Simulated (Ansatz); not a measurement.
`C[B](Cl)[InH2]` and `CB(N)Cl` differ in one atom or group.

Ansatz, PBE0-D4/def2-TZVP geometries, multiplicity 1. Each molecule was computed in one conformer, which needn't be the lowest.

Elements past krypton have def2 core potentials.

| property | `C[B](Cl)[InH2]` |
| --- | --- |
| ideal-gas entropy at 298 K and 1 bar (rigid rotor, harmonic PBE0-D4/def2-TZVP) / J/(mol·K) | 369 |
| HOMO–LUMO gap (PBE0/def2-TZVPP) / eV | 5.20 |
| HOMO–LUMO gap (ωB97M-V/def2-TZVPP) / eV | 8.75 |
| size of the dipole moment (ωB97M-V/def2-TZVPP) / D | 1.56 |
| LUMO energy (PBE0/def2-TZVPP) / eV | -1.75 |
| HOMO–LUMO gap (B3LYP/def2-TZVPP) / eV | 4.75 |

(1) Give the same properties after the change, and the shifts. (Best estimate.)

## Answers

(1) The calculation gave: 
```
                                                                                  property  `CB(N)Cl`  shift
ideal-gas entropy at 298 K and 1 bar (rigid rotor, harmonic PBE0-D4/def2-TZVP) / J/(mol·K)        306    -63
                                                      HOMO–LUMO gap (PBE0/def2-TZVPP) / eV       8.94   3.74
                                                   HOMO–LUMO gap (ωB97M-V/def2-TZVPP) / eV      12.53   3.78
                                        size of the dipole moment (ωB97M-V/def2-TZVPP) / D       2.56   1.00
                                                        LUMO energy (PBE0/def2-TZVPP) / eV       0.72   2.47
                                                     HOMO–LUMO gap (B3LYP/def2-TZVPP) / eV       8.36   3.61
```

With PBE0 the HOMO falls by 1.27 eV and the LUMO rises by 2.47 eV, so the gap widens by about 3.74 eV. PBE moves the HOMO by -0.98 eV and ωB97M-V by -1.50 eV. Dipoles are sizes alone; their direction can turn.

B3LYP here is the variant with VWN-RPA as its local correlation; programs differ in this.
